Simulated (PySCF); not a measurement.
**Heteronuclear NMR**

Atoms are numbered as in `[CH3:1][C:2]#[C:3][SiH2:4]/[C:5]([F:6])=[CH:7]\[SiH2:8][O:9][SiH3:10]` (H(Xn): hydrogen on atom n).

In vacuum, single conformer, averaged over atoms made equivalent by symmetry, fast rotation or ring inversion, non-relativistic Hamiltonian. Shielding tensors at PBE0/pcSseg-1 (GIAO); geometry: GFN2-xTB; PySCF 2.14.0 with density-fitted response routines.

Q: Predict the 19F NMR data.

A: 
```json
{"atoms": "F6", "environment": "vinylic fluorine", "σ (ppm)": "210.1", "δ (ppm)": "-43.6"}
```

Shieldings were converted by a linear fit to measured shifts: 19F (scatter 6.0 ppm rms, 7.0 ppm with the 5 outliers that the fit left out vs CFCl3, solution or neat liquid, with a term for F on sp3 carbon). A few per cent of atoms miss by over 2 rms, more outside the fitted compound classes.

On a 600 MHz spectrometer 19F resonates near 564.6 MHz, so 1 ppm is 564.6 Hz.

Q: What are the 29Si shifts?

A: 
```json
{"atoms": "Si8", "environment": "silicon bonded to C, O, 2 H", "σ (ppm)": "384.7", "δ (ppm)": "-36.2"}
{"atoms": "Si10", "environment": "silicon bonded to O, 3 H", "σ (ppm)": "392.1", "δ (ppm)": "-42.3"}
{"atoms": "Si4", "environment": "silicon bonded to 2 C, 2 H", "σ (ppm)": "425.7", "δ (ppm)": "-70.0"}
```

Shieldings were converted by a linear fit to measured shifts: 29Si: δ = 279.94 − 0.822σ (rms 8.9 ppm, 72 shifts, 25.8 ppm with the 6 outliers that the fit left out vs TMS, solution or neat liquid). A few per cent of atoms miss by over 2 rms, more outside the fitted compound classes.

On a 500 MHz spectrometer 29Si resonates near 99.3 MHz, so 1 ppm is 99.3 Hz.

Q: Where does 17O resonate?

A: 
| atoms | environment | σ (ppm) | δ (ppm) |
| --- | --- | --- | --- |
| O9 | oxygen bonded to 2 Si | 322.3 | -26.9 |

Shieldings were converted by a linear fit to measured shifts: 17O (scatter 10.7 ppm rms, 12.2 ppm with the 3 outliers that the fit left out vs liquid water, solution or neat liquid). Occasional misses reach two or three times the rms, and more in compound classes unlike the fitted ones.

On a 500 MHz spectrometer 17O resonates near 67.8 MHz, so 1 ppm is 67.8 Hz.
